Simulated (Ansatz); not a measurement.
Gas-phase electronic energies from Ansatz, PBE0-D4/def2-TZVP geometries. CCSD(T)/CBS adds triple-zeta CCSD(T) − MP2 to the extrapolated MP2 energy (def2 sets, frozen cores). DFT in def2-TZVPP. B3LYP here is the variant with VWN-RPA as its local correlation; programs differ in this. HSE06 is defined as in plane-wave codes. One conformer a species, not always the lowest.

`S[SiH](Cl)CCl` + `CCCC` → `CCCCCCl` + `S[SiH2]Cl`  (formal exchange of groups at a C–Si bond)

`S[SiH](Cl)CCl`:

Z-matrix (Å, degrees):
```
Si
Cl 1 2.051
C 1 1.874 2 108.3
S 1 2.121 2 106.3 3 120.1
H 1 1.479 2 108.6 3 -118.2
Cl 3 1.787 1 107.4 2 -178.5
H 3 1.090 1 112.3 2 62.8
H 3 1.091 1 111.7 2 -60.5
H 4 1.347 1 92.1 2 -174.1
```

`CCCC`:

```xyz
14

C    -1.178    1.285   -0.867
C     0.093    0.517   -0.550
C    -0.093   -0.516    0.551
C     1.177   -1.286    0.866
H    -1.544    1.820    0.013
H    -1.018    2.020   -1.659
H    -1.974    0.610   -1.196
H     0.884    1.217   -0.255
H     0.457    0.015   -1.454
H    -0.885   -1.215    0.257
H    -0.455   -0.014    1.456
H     1.975   -0.612    1.192
H     1.541   -1.823   -0.014
H     1.018   -2.019    1.660
```

`CCCCCCl`:

Z-matrix (Å, degrees):
```
C
C 1 1.519
H 1 1.092 2 111.6
H 1 1.094 2 111.1 3 -120.2
H 1 1.093 2 111.0 3 120.2
C 2 1.520 1 112.9 3 -179.8
H 2 1.096 1 109.6 3 -58.0
H 2 1.096 1 109.6 3 58.0
C 6 1.518 2 112.9 1 180.0
H 6 1.095 2 109.5 1 58.0
H 6 1.097 2 109.4 1 -58.0
C 9 1.511 6 114.3 2 179.7
H 9 1.098 6 109.5 2 59.7
H 9 1.095 6 110.1 2 -57.1
Cl 12 1.790 9 112.2 6 65.6
H 12 1.089 9 111.6 6 -175.6
H 12 1.091 9 111.6 6 -53.6
```

`S[SiH2]Cl`:

Cartesian coordinates in Å:
```
S 0.809 -0.955 1.158
Si 0.079 0.218 -0.450
Cl -0.775 1.981 0.167
H -0.415 -1.271 1.615
H -0.959 -0.508 -1.213
H 1.262 0.535 -1.277
```

| level | ΔE (kJ/mol) | difference from CCSD(T)/CBS |
| --- | --- | --- |
| LDA (SPW92) | 27.0 | -2.9 |
| PBE-D4 | 32.3 | 2.4 |
| revPBE-D4 | 32.7 | 2.8 |
| BLYP-D4 | 33.5 | 3.6 |
| PBE0-D4 | 31.2 | 1.3 |
| B3LYP-D4 | 32.4 | 2.5 |
| r2SCANh-D4 | 31.7 | 1.8 |
| r2SCAN0-D4 | 31.0 | 1.1 |
| BHLYP-D4 | 31.4 | 1.5 |
| CAM-B3LYP-D4 | 29.3 | -0.6 |
| ωB97M-V | 31.4 | 1.5 |
| B2PLYP | 29.1 | -0.8 |
| PBE-QIDH | 29.3 | -0.6 |
| PBE | 29.8 | -0.1 |
| revPBE | 30.2 | 0.3 |
| BLYP | 28.5 | -1.4 |
| r2SCAN | 31.8 | 1.9 |
| PBE0 | 28.9 | -1.0 |
| B3LYP | 27.9 | -2.0 |
| r2SCANh | 31.3 | 1.4 |
| r2SCAN0 | 30.5 | 0.6 |
| HSE06 | 29.0 | -0.9 |
| BHLYP | 26.3 | -3.6 |
| CAM-B3LYP | 26.7 | -3.2 |
| LC-ωPBE | 29.4 | -0.5 |
| RPA@PBE/def2-TZVPP | 24.3 | -5.6 |
| HF/def2-SVP | 17.3 | -12.6 |
| MP2/def2-SVP | 19.3 | -10.6 |
| CCSD(T)/def2-SVP | 16.3 | -13.6 |
| HF/def2-TZVPP | 21.8 | -8.1 |
| MP2/def2-TZVPP | 30.7 | 0.8 |
| SCS-MP2/def2-TZVPP | 27.7 | -2.2 |
| CCSD/def2-TZVPP | 26.7 | -3.2 |
| CCSD(T)/def2-TZVPP | 27.7 | -2.2 |
| HF/def2-QZVPP | 21.5 | -8.4 |
| MP2/def2-QZVPP | 31.8 | 1.9 |
| SCS-MP2/def2-QZVPP | 28.8 | -1.1 |
| HF/CBS(def2) | 21.5 | -8.4 |
| MP2/CBS(def2) | 32.8 | 2.9 |
| CCSD/CBS(def2) | 28.8 | -1.1 |
| CCSD(T)/CBS | 29.9 | 0 |

Largest T1 diagnostic among the species: 0.010.

The D4 term adds +4.5 kJ/mol with B3LYP and +2.3 kJ/mol with PBE0; it sums over pairs of atoms, weighted by their polarisabilities, and B3LYP, whose exchange is more repulsive, gets the larger term. In def2-TZVPP, CCSD(T) changes the Hartree–Fock value by +5.9 kJ/mol (the triples alone add +1.0 kJ/mol) and MP2 by +8.8 kJ/mol. Leaving LDA and LC-ωPBE aside and taking each functional with its dispersion term where it has one, the values, not all of them listed here, spread over 5.5 kJ/mol, from ωB97X-V to BLYP-D4.
